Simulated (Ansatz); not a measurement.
`F[SiH]1C=C1` + HCl → `Cl[SiH]1C=C1` + H–F at 400 K and 1 bar (ligand exchange at the Si–F bond).

Program: Ansatz. Geometries: PBE0-D4/def2-TZVP. ΔE: electronic, gas phase. CCSD(T)/CBS adds triple-zeta CCSD(T) − MP2 to the extrapolated MP2 energy (def2 sets, frozen cores). This one scheme is used for every species.

```csv
species,CCSD(T)/CBS energy (Eh),H − E (kJ/mol),S (J/(mol·K))
`F[SiH]1C=C1`,-466.77275,132.9,306.9
HCl,-460.38127,29.6,195.4
`Cl[SiH]1C=C1`,-826.74464,130.8,320.6
H–F,-100.39570,36.5,182.2
```

H − E and S are ideal-gas, rigid-rotor, harmonic terms from PBE0-D4/def2-TZVP. 1 Eh = 2625.50 kJ/mol, R = 8.31446 J/(mol·K).

**Question.** By hand: ΔE, ΔH, ΔS and ΔG.

**Answer.** ΔE = (-826.74464) + (-100.39570) − (-466.77275) − (-460.38127) = 0.01368 Eh = 35.9 kJ/mol. Δ(H − E) = 130.8 + 36.5 − 132.9 − 29.6 = 4.8, so ΔH = 40.7 kJ/mol. ΔS = 320.6 + 182.2 − 306.9 − 195.4 = 0.5 J/(mol·K). ΔG = 40.7 − 400 × (0.5)/1000 = 40.5 kJ/mol.

**Question.** By hand: the equilibrium constant, and the temperature at which ΔG would vanish if ΔH and ΔS stayed fixed.

**Answer.** log₁₀ K = −ΔG/(RT ln 10) = -5.3. ΔG = 0 at ΔH/ΔS = 81400 K, far beyond where these terms or the molecules hold.

The number of gas molecules stays the same, so ΔS is small and ΔH decides. A doubt of 5 kJ/mol in ΔE shifts log₁₀ K by 0.7 here. These are equilibria of isolated gas molecules and say nothing of rates. Largest T1 diagnostic: 0.012 (customary marks: 0.02 for closed shells, 0.045 for open ones).
